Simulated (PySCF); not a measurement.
Molecule: SMILES FC(F)(F)/C=C\[S-], [C3H2F3S]-.

Cartesian coordinates in Å; atom numbers follow the order of the lines, from 1:
```xyz
9

F    -1.230    1.322   -0.721
C    -1.064    0.186    0.012
F    -2.148   -0.579   -0.324
F    -1.328    0.576    1.290
C     0.181   -0.551   -0.201
C     1.430   -0.070    0.045
S     1.889    1.432    0.631
H     0.037   -1.551   -0.584
H     2.247   -0.759   -0.173
```

Total charge -1.

Frames of a GFN2-xTB Langevin trajectory at 600 K; GIAO PBE0/pcSseg-1 shieldings in PySCF, gas phase, non-relativistic; equivalent atoms averaged within each frame.

References, each an isolated molecule treated in the same way: 19F (170.95 ppm) against CFCl3; TMS for 13C (186.93 ppm) and 1H (31.72 ppm); CS2 for 33S (503.73 ppm). The references are static minima.

Problem. How do the shifts (ppm) fluctuate along the trajectory?

Solution. 
| time (fs) | F1/F3/F4 | C6 | C2 | C5 | S7 | H9 | H8 |
| --- | --- | --- | --- | --- | --- | --- | --- |
| optimised geometry | -71.2 | 183.4 | 139.2 | 100.4 | 136 | 8.52 | 4.45 |
| 250 | -64.2 | 193.2 | 134.4 | 113.0 | 204 | 8.61 | 3.86 |
| 425 | -50.0 | 187.5 | 148.3 | 97.9 | 243 | 10.00 | 5.33 |
| 625 | -50.9 | 192.2 | 141.8 | 115.6 | 180 | 8.73 | 6.06 |
| 800 | -57.6 | 190.2 | 143.6 | 104.5 | 224 | 9.45 | 4.48 |
| 1000 | -51.7 | 185.0 | 142.1 | 98.9 | 179 | 8.66 | 4.87 |
| mean of frames | -54.9 | 189.6 | 142.0 | 106.0 | 206 | 9.09 | 4.92 |
| standard deviation | 6.0 | 3.4 | 5.0 | 8.0 | 28 | 0.61 | 0.84 |

5 frames give an uncertainty of the mean of about the standard deviation over 2.2 at best, since frames this close in time may not be independent; classical motion lacks zero-point vibration, and the reference would need the same averaging.
